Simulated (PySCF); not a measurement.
From one molecule to another.

First species: Ge(NMe2)Cl3, C2H6Cl3GeN.
Structure used (PBE0-D3(BJ)/def2-SVP), in Å, numbered top down from 1:
```xyz
13
C2H6Cl3GeN angstrom
Ge     0.053   -0.041   -1.599
N      0.148    0.259    0.173
C      1.063   -0.540    0.959
C     -1.065    0.649    0.855
H      1.373    0.027    1.854
H      1.970   -0.765    0.380
H      0.620   -1.497    1.298
H     -1.680    1.291    0.208
H     -1.680   -0.215    1.174
H     -0.811    1.235    1.756
Cl     2.023   -0.214   -2.403
Cl    -0.951    1.591   -2.537
Cl    -1.031   -1.833   -2.096
```

Second species: Si(OH)Cl3.
Cartesian coordinates in Å at the PBE0-D3(BJ)/def2-SVP level; atoms count from 1:
```
atom  x, y, z in Å
Si1   -0.0685   -0.1337   -0.2673
O2    -0.0808   -0.0259    1.3633
H3     0.3600    0.7294    1.7664
Cl4    1.8423   -0.1910   -0.9878
Cl5   -1.0030    1.4652   -1.1290
Cl6   -1.0500   -1.8440   -0.7456
```

Levels: B3LYP/def2-SVPD for HOMO energy, LUMO energy, HOMO–LUMO gap and static isotropic polarisability; TDDFT B3LYP/def2-SVPD for lowest singlet excitation; TDA B3LYP/def2-SVPD for lowest triplet excitation (Tamm–Dancoff). Geometries: PBE0-D3(BJ)/def2-SVP. Each species is one conformer at its optimised geometry, gas phase, non-relativistic unless stated. Electronic properties by PySCF.

| property | column X | column Y |
| --- | --- | --- |
| HOMO energy | -9.15 eV | -7.05 eV |
| LUMO energy | -0.94 eV | -1.88 eV |
| HOMO–LUMO gap | 8.21 eV | 5.17 eV |
| lowest singlet excitation | 7.20 eV | 4.24 eV |
| lowest triplet excitation (Tamm–Dancoff) | 6.85 eV | 3.92 eV |
| static isotropic polarisability | 68.0 au | 104.6 au |

Which column belongs to which species?

Column X is the second species and column Y the first. The first has 13 atoms and 108 electrons, the second 6 and 74.

How does each property change from the first species to the second?

HOMO energy -2.10 eV; LUMO energy +0.94 eV; HOMO–LUMO gap +3.04 eV; lowest singlet excitation +2.96 eV; lowest triplet excitation (Tamm–Dancoff) +2.93 eV; static isotropic polarisability -36.6 au.

On the first: The vertical singlet–triplet gap S1 − T1 is 0.32 eV (TDDFT singlet less Tamm–Dancoff triplet; S1: HOMO→LUMO, weight 0.99; T1: HOMO→LUMO, weight 0.97). S1 lies 0.93 eV below the HOMO–LUMO gap; its leading configuration is HOMO→LUMO, weight 0.99. The calculation is non-relativistic and has no spin–orbit coupling, an omission that weighs most on germanium.

On the second: The polarisability is 10.08 Å³ as a volume (1 au = 0.148185 Å³), or 0.92 au for each of the 74 electrons. In wavenumbers S1 is 58000 cm⁻¹ (1 eV = 8065.54 cm⁻¹).
